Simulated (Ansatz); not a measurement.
C$_{3}$H$_{8}$As (SMILES [CH2][As](C)C), doublet, geometry from GFN2-xTB; WB97X-V/def2-SV(P) (Ansatz, a quantum-chemistry and plane-wave program).

Input for Ansatz:
Ansatz 0.2 input:
```yaml
crystal:
  periodic: [false, false, false]
  atoms:
    - {symbol: C, position_ang: [-0.23006772, 1.67305898, -0.47276520]}
    - {symbol: As, position_ang: [-0.03169729, 0.03696667, 0.42430225]}
    - {symbol: C, position_ang: [1.64549136, -0.59278425, -0.41758700]}
    - {symbol: C, position_ang: [-1.32840602, -1.05317798, -0.59963945]}
    - {symbol: H, position_ang: [0.57211491, 2.39700141, -0.43075230]}
    - {symbol: H, position_ang: [-1.21209566, 2.12078496, -0.53997594]}
    - {symbol: H, position_ang: [1.86380277, -1.61129755, -0.10217392]}
    - {symbol: H, position_ang: [2.47309738, 0.04712382, -0.11745722]}
    - {symbol: H, position_ang: [1.54992401, -0.56470278, -1.50126901]}
    - {symbol: H, position_ang: [-2.33991879, -0.69798679, -0.41209461]}
    - {symbol: H, position_ang: [-1.11735202, -0.97762798, -1.66455109]}
    - {symbol: H, position_ang: [-1.26566772, -2.09577580, -0.29375005]}
basis:
  gaussian:
    orbitals: def2-SV_P_.json
hamiltonian:
  xc: {name: wB97X-V}
magnetization: {spin_polarized: true, initial_magnetization: 1}
```
The basis file holds def2-SV(P) in the JSON format of the Basis Set Exchange.

Output, abridged:

```
Functional definition: wB97X-V
1004 factors; integrals over basis functions are off by at most 4.8e-4 eV
312 factors; integrals over basis functions are off by at most 3.0e-6 eV
mean field evaluation 1: about -64059.1061 eV, gradient 3.1e1 eV
mean field evaluation 2: about -64061.0468 eV, gradient 2.6e1 eV
mean field evaluation 4: about -64064.0505 eV, gradient 1.5e0 eV
mean field evaluation 8: about -64064.2380 eV, gradient 1.2e-1 eV
mean field evaluation 16: about -64064.2385 eV, gradient 3.6e-4 eV
mean field -64064.23853755 eV, -2354.3173419545 hartree, gradient 6.1e-5 eV, S^2 0.756506; 0 other end points of the search recorded, 0 dependent functions left out
reference -64064.23853595 eV, -2354.3173418956 hartree; 30, 29 occupied and 60, 61 virtual orbitals, 1004 factors
Total energy: -64064.23853595 eV, -2354.3173418956 hartree
```
